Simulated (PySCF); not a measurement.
Choosing a molecule for a target property.

All species are isolated and taken at one optimised geometry, non-relativistic unless stated; the electronic structure was computed with PySCF and density fitting.

The conformers computed, where there is a choice (atom-mapped SMILES and torsion angles):
- `[CH3:1][CH2:2][C:3]([CH3:4])([CH3:5])[n:6]1[n:7][n:8][cH:9][c:10]1[F:11]`: C1–C2–C3–C4 178°, C2–C3–N6–N7 -117°
- `[CH3:1][CH:2]([CH3:3])[O:4][SiH2:5][CH:6]([SiH3:7])[SiH3:8]`: C1–C2–O4–Si5 90°, C2–O4–Si5–C6 -178°, O4–Si5–C6–Si7 53°
- `[CH3:1][C:2](=[O:3])[C@@H:4]1[CH2:5][C@H:6]1[NH:7][CH:8]=[O:9]`: C1–C2–C4–C5 -156°, C5–C6–N7–C8 -161°, C6–N7–C8–O9 0°
- `[CH:1]#[C:2][Si@@H:3]([CH:4]=[CH2:5])[C@@H:6]([SiH3:7])[SiH2:8][CH3:9]`: C2–Si3–C4–C5 -140°, C2–Si3–C6–Si7 166°, Si3–C6–Si8–C9 55°
- `[CH3:1][C:2]1([Si:3]([CH3:4])([NH2:5])[NH2:6])[CH2:7][CH2:8]1`: C1–C2–Si3–C4 -64°, H–N5–Si3–C2 -51°, H–N5–Si3–C2 174°, H–N6–Si3–C2 72°, H–N6–Si3–C2 -65°

Question: Wanted: HOMO–LUMO gap below 7.5 eV (PBE0/pcSseg-1) and dipole moment above 5 D (PBE0/pcSseg-1), at GFN2-xTB geometries. Which candidate meets both?
A. `CC(=O)[C@@H]1C[C@H]1NC=O`
B. `CC(C)(n1c(F)cnn1)CC`
C. `[Si](C)(N)(C1(CC1)C)N`
D. `CC(C)O[SiH2]C([SiH3])[SiH3]`
E. `C#C[Si@@H](C=C)[C@@H]([SiH3])[SiH2]C`

Answer: A. Computed values:
```
                             species  HOMO–LUMO gap  dipole moment
            CC(=O)[C@@H]1C[C@H]1NC=O        6.58 eV         5.76 D
C#C[Si@@H](C=C)[C@@H]([SiH3])[SiH2]C        7.28 eV         0.82 D
                 CC(C)(n1c(F)cnn1)CC        7.68 eV         3.67 D
               [Si](C)(N)(C1(CC1)C)N        7.95 eV         0.22 D
         CC(C)O[SiH2]C([SiH3])[SiH3]        8.27 eV         1.50 D
```

Question: Wanted: smallest rotational constant below 0.86 GHz (GFN2-xTB) and HOMO energy below -7.3 eV (PBE0/pcSseg-1), at GFN2-xTB geometries. Which candidate meets both?
A. `CC(=O)[C@@H]1C[C@H]1NC=O`
B. `CC(C)O[SiH2]C([SiH3])[SiH3]`
C. `CC(n1c(cnn1)F)(C)CC`
D. `CC1([Si](C)(N)N)CC1`

Answer: B. Computed values:
```csv
species,smallest rotational constant,HOMO energy
CC(C)O[SiH2]C([SiH3])[SiH3],0.496 GHz,-8.04 eV
CC(=O)[C@@H]1C[C@H]1NC=O,0.820 GHz,-7.14 eV
CC(n1c(cnn1)F)(C)CC,0.897 GHz,-7.51 eV
CC1([Si](C)(N)N)CC1,1.226 GHz,-6.93 eV
```
